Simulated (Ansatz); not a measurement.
Species: CH₅GeO, charge 0, doublet. CH5GeO (SMILES [CH3][GeH][OH], doublet).
B3LYP-D3(BJ)/def2-TZVP minimum from Ansatz (a program for electronic structure):
```
Ge
O 1 1.8068
H 2 0.9630 1 112.82
H 1 1.5576 2 101.97 3 -168.82
C 1 1.9863 4 111.42 2 -115.53
H 5 1.0891 1 110.71 4 177.34
H 5 1.0897 6 109.00 1 -120.91
H 5 1.0915 6 109.46 7 -119.73
```
Charge 0, spin multiplicity 2.

Quantity: atomisation energy (electronic, to ground-state atoms), in kJ/mol. Radicals and triplets start from unrestricted determinants; spin-orbit coupling is neglected. Correlated methods leave the cores frozen (noble-gas shells, and filled d and f shells in the p block). No relativity. CBS(X,Y): correlation extrapolated as X^-3, Hartree-Fock from the larger set. A bracket is a step between two methods taken in the basis named. Double hybrids freeze cores in their MP2 part. Where a partner has so few electrons that a lower coupled-cluster level is exact, that level stands in.

CCSD(T)/CBS(cc-pVTZ,cc-pVQZ) + [CCSDT(Q) - CCSD(T)]/cc-pVDZ (Ansatz) gives 2652.7 kJ/mol.

### Question
How far off this value is PBE/def2-TZVPD (Ansatz), in which direction, and how far these levels: r2SCAN/def2-TZVPD, B3LYP/def2-TZVPD, PBE0/def2-TZVPD, wB97M-V/def2-TZVPD, B2PLYP/def2-TZVPD, CCSD(T)/CBS(cc-pVTZ,cc-pVQZ)?

### Answer
PBE gives 2668.3 kJ/mol, 15.6 kJ/mol above it. Differences of the others: r2SCAN/def2-TZVPD (Ansatz) 2.6; B3LYP/def2-TZVPD (Ansatz) -33.4; PBE0/def2-TZVPD (Ansatz) -31.8; wB97M-V/def2-TZVPD (Ansatz) -14.5; B2PLYP/def2-TZVPD (Ansatz) -47.8; CCSD(T)/CBS(cc-pVTZ,cc-pVQZ) (Ansatz) -3.3 kJ/mol.
